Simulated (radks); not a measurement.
Values are calculated unless marked as measured or tabulated.
Eu+, configuration [Xe] 4f7 6s1 (the NIST ground configuration).

Code: a radial shooting solver on a logarithmic mesh with Libxc functionals. Model: Dirac Kohn-Sham, PBEsol, spin-unpolarised, spherical densities, finite nucleus; open shells are shared between the two j in proportion to 2j + 1; Fermi nuclear charge, rms radius 5.1115 fm.

Energy parts (eV):
total: -295172.83
kinetic: 320880.41
electron-nucleus: -724032.21
Hartree: 114488.96
exchange-correlation: -6509.99

Orbitals (lengths in bohr, moments of r in powers of bohr):
| orbital | occ. | eigenvalue (eV) | <r^2> |
|---|---|---|---|
| 1s1/2 | 2 | -48299.13 | 0.0006797 |
| 2s1/2 | 2 | -7933.197 | 0.01063 |
| 2p1/2 | 2 | -7528.000 | 0.007727 |
| 2p3/2 | 4 | -6880.396 | 0.008965 |
| 3s1/2 | 2 | -1750.291 | 0.07114 |
| 3p1/2 | 2 | -1575.073 | 0.06637 |
| 3p3/2 | 4 | -1443.083 | 0.07351 |
| 3d3/2 | 4 | -1139.367 | 0.05889 |
| 3d5/2 | 6 | -1110.636 | 0.06088 |
| 4s1/2 | 2 | -352.1654 | 0.3621 |
| 4p1/2 | 2 | -284.4815 | 0.3820 |
| 4p3/2 | 4 | -255.2992 | 0.4216 |
| 4d3/2 | 4 | -143.8023 | 0.4883 |
| 4d5/2 | 6 | -138.5677 | 0.5042 |
| 4f5/2 | 3 | -9.2928 | 1.259 |
| 4f7/2 | 4 | -8.6745 | 1.319 |
| 5s1/2 | 2 | -50.8776 | 2.148 |
| 5p1/2 | 2 | -32.7238 | 2.763 |
| 5p3/2 | 4 | -28.8997 | 3.124 |
| 5d3/2 | 0 | -7.2871 | 9.185 |
| 5d5/2 | 0 | -7.0456 | 9.669 |
| 6s1/2 | 1 | -8.5193 | 16.65 |
| 6p1/2 | 0 | -5.5466 | 25.55 |
| 6p3/2 | 0 | -5.2058 | 28.09 |

The highest occupied level is 6s1/2 at -8.519 eV. The electron density at the nucleus is 5.784e+05 e/bohr^3. Summed over all electrons, <r^2> = 57.41 bohr^2, which gives a Langevin (diamagnetic) susceptibility term of -45.5 x 10^-6 cm^3/mol. The density falls to 0.001 e/bohr^3 at r = 4.51 bohr. For comparison, the ionisation energy in NIST's Atomic Spectra Database is 11.24 eV (semi-empirical). In exact Kohn-Sham theory the highest level is minus the ionisation energy, but local and semilocal functionals leave it too shallow, through self-interaction and a potential that decays too fast; potentials with the right tail come closer.

Beside tabulated values, note that spin-unpolarised runs miss the spin-polarisation part of the exchange energy of open shells.
